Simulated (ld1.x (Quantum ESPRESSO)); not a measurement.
Wu–Cohen RRKJ dataset for Cr (Z = 24), scalar-relativistic all-electron reference.

The input file (ld1.x (Quantum ESPRESSO) 7.5):

```
&input
   title='Cr', zed=24., rel=1, dft='WC', iswitch=3,
   config='[Ar] 3d5 4s0 4p0',
   nld=3, rlderiv=1.35, eminld=-8.0, emaxld=5.0, deld=0.04
 /
 &inputp
   pseudotype=2, tm=.false., rho0=0.001, lloc=0,
   nlcc=.true., new_core_ps=.true., rcore=0.65,
   file_pseudopw='Cr.UPF', file_wfcaegen='ae.wfc', file_wfcncgen='nc.wfc', file_beta='beta', file_chi='chi'
 /
3
3P  2  1   6.00   0.00  1.25  1.25  0.0
3D  3  2   5.00   0.00  1.00  1.00  0.0
3S  1  0   2.00   0.00  0.95  0.95  0.0
 &test
   configts(1)='3s2 3p6 3d5 4s0 4p0'
 /
```

Command:

```bash
ld1.x < Cr.in > Cr.out
```

The program printed (shortened: banner, matrices, multipoles, cross overlaps and the repeated all-electron block are left out):

```
Program LD1 v.7.5
     --------------------------- All-electron run ----------------------------

     Cr
     scalar relativistic calculation

     atomic number is 24.00
     dft =WC   lsd =0 sic =0 latt =0  beta=0.20 tr2=1.0E-14
     Exchange-correlation= WC
                           (   1   4  11   4   0   0   0)
     mesh =1183 r(mesh) =  99.18097 a.u. xmin = -7.00 dx = 0.01250
     1 Ry =  13.60569312 eV, c = 137.03599908

     n l     nl                  e(Ry)          e(Ha)          e(eV)
     1 0     1S 1( 2.00)      -432.6070      -216.3035     -5885.9180
     2 0     2S 1( 2.00)       -49.4949       -24.7475      -673.4125
     2 1     2P 1( 6.00)       -41.7038       -20.8519      -567.4097
     3 0     3S 1( 2.00)        -5.9334        -2.9667       -80.7281
     3 1     3P 1( 6.00)        -3.8469        -1.9234       -52.3394
     3 2     3D 1( 5.00)        -0.7225        -0.3612        -9.8299
     4 0     4S 1( 0.00)        -0.7191        -0.3596        -9.7840
     4 1     4P 1( 0.00)        -0.4280        -0.2140        -5.8232

     final scf error:  9.8E-16 reached in  23 iterations

     Etot =   -2099.784045 Ry,   -1049.892022 Ha,  -28569.017340 eV

     Ekin =    2121.037211 Ry,    1060.518605 Ha,   28858.181395 eV
     Encl =   -5000.641284 Ry,   -2500.320642 Ha,  -68037.190728 eV
     Eh   =     876.034524 Ry,     438.017262 Ha,   11919.056893 eV
     Exc  =     -96.214495 Ry,     -48.107248 Ha,   -1309.064899 eV

     normalization and overlap integrals

     s(1S/1S) =  1.000000  <r> =   0.0636  <r2> =    0.0054  r(max) =   0.0417
     s(2S/2S) =  1.000000  <r> =   0.2933  <r2> =    0.1017  r(max) =   0.2428
     s(2P/2P) =  1.000000  <r> =   0.2599  <r2> =    0.0832  r(max) =   0.1988
     s(3S/3S) =  1.000000  <r> =   0.9040  <r2> =    0.9449  r(max) =   0.7764
     s(3P/3P) =  1.000000  <r> =   0.9686  <r2> =    1.1098  r(max) =   0.7961
     s(3D/3D) =  1.000000  <r> =   1.4096  <r2> =    2.7041  r(max) =   0.8369
     s(4S/4S) =  1.000000  <r> =   3.0650  <r2> =   10.7840  r(max) =   2.5458
     s(4P/4P) =  1.000000  <r> =   3.9704  <r2> =   18.1955  r(max) =   3.2689

     ------------------------ End of All-electron run ------------------------

     --------------------- Generating NC pseudopotential ---------------------

      Generating local pot.: lloc=0, matching radius rcloc =   0.9500

      Computing core charge for nlcc:

       r > 0.65 : true rho core
      Core charge pseudized with two Bessel functions
      Integrated core pseudo-charge :   2.50

      Wfc   3P  rcut= 1.249  Estimated cut-off energy=      115.26 Ry
      This function has    0 nodes for 0 < r <    1.249

      Wfc   3D  rcut= 0.997  Estimated cut-off energy=      231.99 Ry
      This function has    0 nodes for 0 < r <    0.997

     ------------------- End of pseudopotential generation -------------------

     Computing logarithmic derivative in   1.35421
     Computing logarithmic derivative in   1.35421
     Computing the partial wave expansion
       no projector for channel:   0
     R is outside the sphere for l=    1 j= 0.00
     R is outside the sphere for l=    2 j= 0.00

     ---------------------- Testing the pseudopotential ----------------------

     Cr
     scalar relativistic calculation

     atomic number is 24.00   valence charge is 14.00
     dft =WC   lsd =0 sic =0 latt =0  beta=0.20 tr2=1.0E-14
     mesh =1183 r(mesh) =  99.18097 xmin = -7.00 dx = 0.01250

     n l     nl             e AE (Ry)        e PS (Ry)    De AE-PS (Ry)
     1 0     3S   1( 2.00)       -5.93340       -5.93351        0.00010
     2 1     3P   1( 6.00)       -3.84688       -3.84689        0.00001
     3 2     3D   1( 5.00)       -0.72249       -0.72247       -0.00001
     2 0     4S   1( 0.00)       -0.71911       -0.72369        0.00458
     3 1     4P   1( 0.00)       -0.42799       -0.42871        0.00071

     eps = 1.6E-15  iter = 18

     Etot =   -2099.784045 Ry,   -1049.892022 Ha,  -28569.017340 eV
     Etotps =  -179.306648 Ry,     -89.653324 Ha,   -2439.591222 eV

     Ekin =      87.431972 Ry,      43.715986 Ha,    1189.572584 eV
     Encl =    -350.654337 Ry,    -175.327168 Ha,   -4770.895297 eV
     Ehrt =     139.654208 Ry,      69.827104 Ha,    1900.092302 eV
     Ecxc =     -27.441370 Ry,     -13.720685 Ha,    -373.358860 eV
     (Ecc =      -6.576958 Ry,      -3.288479 Ha,     -89.484070 eV)
     Epseu=     -28.297122 Ry,     -14.148561 Ha,    -385.001952 eV

     ---------------------- End of pseudopotential test ----------------------
```

Generation and configuration tests took about 1.9 s on one core of a shared server CPU.

Transferability test of the new file with ld1.x, input:

```
&input
   title='Cr', zed=24., rel=1, dft='WC', iswitch=2,
   config='[Ar] 3d5 4s0 4p0'
 /
 &test
   file_pseudo='Cr.UPF', nconf=8,
   configts(1)='3s2 3p6 3d5 4s0 4p0',
   configts(2)='3s2 3p6 3d5 4s1 4p0',
   configts(3)='3s2 3p6 3d4 4s0 4p0',
   configts(4)='3s2 3p6 3d3 4s0 4p0',
   configts(5)='3s2 3p6 3d4 4s1 4p1',
   configts(6)='3s2 3p6 3d5 4s0 4p1',
   configts(7)='3s2 3p6 3d5 4s0.5 4p0',
   configts(8)='3s2 3p6 3d5.5 4s0.5 4p0'
 /
```

```bash
ld1.x < Cr.test.in > Cr.test.out
```

Pseudopotential blocks of its output, shortened (energy terms left out):

```
     ---------------------- Testing the pseudopotential ----------------------

     n l     nl             e AE (Ry)        e PS (Ry)    De AE-PS (Ry)
     1 0     3S   1( 2.00)       -5.93340       -5.93351        0.00010
     2 1     3P   1( 6.00)       -3.84688       -3.84689        0.00001
     3 2     3D   1( 5.00)       -0.72249       -0.72247       -0.00001
     2 0     4S   1( 0.00)       -0.71911       -0.72369        0.00458
     3 1     4P   1( 0.00)       -0.42799       -0.42871        0.00071

     eps = 4.0E-15  iter = 15

     Etot =   -2099.784045 Ry,   -1049.892022 Ha,  -28569.017340 eV
     Etotps =  -179.306650 Ry,     -89.653325 Ha,   -2439.591258 eV

     ---------------------- End of pseudopotential test ----------------------

          ---------------------- Testing the pseudopotential ----------------------

     n l     nl             e AE (Ry)        e PS (Ry)    De AE-PS (Ry)
     1 0     3S   1( 2.00)       -5.42331       -5.42167       -0.00164
     2 1     3P   1( 6.00)       -3.33351       -3.33190       -0.00160
     3 2     3D   1( 5.00)       -0.21506       -0.21321       -0.00185
     2 0     4S   1( 1.00)       -0.29475       -0.29716        0.00241
     3 1     4P   1( 0.00)       -0.06821       -0.06784       -0.00037

     eps = 2.2E-16  iter = 20

     Etot =   -2100.286841 Ry,   -1050.143421 Ha,  -28575.858232 eV
     Etotps =  -179.812942 Ry,     -89.906471 Ha,   -2446.479715 eV
     dEtot_ae =      -0.502796 Ry
     dEtot_ps =      -0.506292 Ry,   Delta E=       0.003496 Ry

     ---------------------- End of pseudopotential test ----------------------

          ---------------------- Testing the pseudopotential ----------------------

     n l     nl             e AE (Ry)        e PS (Ry)    De AE-PS (Ry)
     1 0     3S   1( 2.00)       -6.97696       -6.97763        0.00067
     2 1     3P   1( 6.00)       -4.87743       -4.87815        0.00072
     3 2     3D   1( 4.00)       -1.67797       -1.67773       -0.00023
     2 0     4S   1( 0.00)       -1.35276       -1.36058        0.00782  !
     3 1     4P   1( 0.00)       -0.97298       -0.97482        0.00184

     eps = 1.7E-15  iter = 15

     Etot =   -2098.606897 Ry,   -1049.303449 Ha,  -28553.001429 eV
     Etotps =  -178.129596 Ry,     -89.064798 Ha,   -2423.576616 eV
     dEtot_ae =       1.177148 Ry
     dEtot_ps =       1.177055 Ry,   Delta E=       0.000093 Ry

     ---------------------- End of pseudopotential test ----------------------

          ---------------------- Testing the pseudopotential ----------------------

     n l     nl             e AE (Ry)        e PS (Ry)    De AE-PS (Ry)
     1 0     3S   1( 2.00)       -8.27024       -8.27097        0.00073
     2 1     3P   1( 6.00)       -6.14977       -6.15086        0.00110
     3 2     3D   1( 3.00)       -2.87532       -2.87336       -0.00195
     2 0     4S   1( 0.00)       -2.11239       -2.12546        0.01307  !
     3 1     4P   1( 0.00)       -1.64937       -1.65332        0.00395

     eps = 2.8E-16  iter = 14

     Etot =   -2096.347870 Ry,   -1048.173935 Ha,  -28522.265802 eV
     Etotps =  -175.871475 Ry,     -87.935737 Ha,   -2392.853315 eV
     dEtot_ae =       3.436175 Ry
     dEtot_ps =       3.435176 Ry,   Delta E=       0.000999 Ry

     ---------------------- End of pseudopotential test ----------------------

          ---------------------- Testing the pseudopotential ----------------------

     n l     nl             e AE (Ry)        e PS (Ry)    De AE-PS (Ry)
     1 0     3S   1( 2.00)       -5.82713       -5.82404       -0.00309
     2 1     3P   1( 6.00)       -3.72684       -3.72404       -0.00279
     3 2     3D   1( 4.00)       -0.54786       -0.54398       -0.00388
     2 0     4S   1( 1.00)       -0.42908       -0.43242        0.00334
     3 1     4P   1( 1.00)       -0.15408       -0.15365       -0.00043

     eps = 3.9E-15  iter = 15

     Etot =   -2100.024952 Ry,   -1050.012476 Ha,  -28572.295046 eV
     Etotps =  -179.553447 Ry,     -89.776724 Ha,   -2442.949101 eV
     dEtot_ae =      -0.240907 Ry
     dEtot_ps =      -0.246797 Ry,   Delta E=       0.005890 Ry

     ---------------------- End of pseudopotential test ----------------------

          ---------------------- Testing the pseudopotential ----------------------

     n l     nl             e AE (Ry)        e PS (Ry)    De AE-PS (Ry)
     1 0     3S   1( 2.00)       -5.52620       -5.52594       -0.00026
     2 1     3P   1( 6.00)       -3.43770       -3.43740       -0.00029
     3 2     3D   1( 5.00)       -0.31440       -0.31384       -0.00056
     2 0     4S   1( 0.00)       -0.36224       -0.36560        0.00337
     3 1     4P   1( 1.00)       -0.12450       -0.12464        0.00014

     eps = 9.4E-15  iter = 24

     Etot =   -2100.053791 Ry,   -1050.026896 Ha,  -28572.687424 eV
     Etotps =  -179.576843 Ry,     -89.788421 Ha,   -2443.267416 eV
     dEtot_ae =      -0.269746 Ry
     dEtot_ps =      -0.270193 Ry,   Delta E=       0.000446 Ry

     ---------------------- End of pseudopotential test ----------------------

          ---------------------- Testing the pseudopotential ----------------------

     n l     nl             e AE (Ry)        e PS (Ry)    De AE-PS (Ry)
     1 0     3S   1( 2.00)       -5.66435       -5.66340       -0.00095
     2 1     3P   1( 6.00)       -3.57620       -3.57523       -0.00096
     3 2     3D   1( 5.00)       -0.45642       -0.45533       -0.00109
     2 0     4S   1( 0.50)       -0.50103       -0.50443        0.00340
     3 1     4P   1( 0.00)       -0.23960       -0.23967        0.00006

     eps = 6.9E-15  iter = 15

     Etot =   -2100.088442 Ry,   -1050.044221 Ha,  -28573.158868 eV
     Etotps =  -179.613071 Ry,     -89.806536 Ha,   -2443.760328 eV
     dEtot_ae =      -0.304397 Ry
     dEtot_ps =      -0.306421 Ry,   Delta E=       0.002024 Ry

     ---------------------- End of pseudopotential test ----------------------

          ---------------------- Testing the pseudopotential ----------------------

     n l     nl             e AE (Ry)        e PS (Ry)    De AE-PS (Ry)
     1 0     3S   1( 2.00)       -5.32367       -5.32320       -0.00047
     2 1     3P   1( 6.00)       -3.23747       -3.23694       -0.00053
     3 2     3D   1( 5.50)       -0.14151       -0.14092       -0.00059
     2 0     4S   1( 0.50)       -0.27085       -0.27359        0.00274
     3 1     4P   1( 0.00)       -0.05825       -0.05834        0.00009

     eps = 5.8E-15  iter = 20

     Etot =   -2100.233860 Ry,   -1050.116930 Ha,  -28575.137385 eV
     Etotps =  -179.758038 Ry,     -89.879019 Ha,   -2445.732705 eV
     dEtot_ae =      -0.449815 Ry
     dEtot_ps =      -0.451388 Ry,   Delta E=       0.001573 Ry

     ---------------------- End of pseudopotential test ----------------------
```
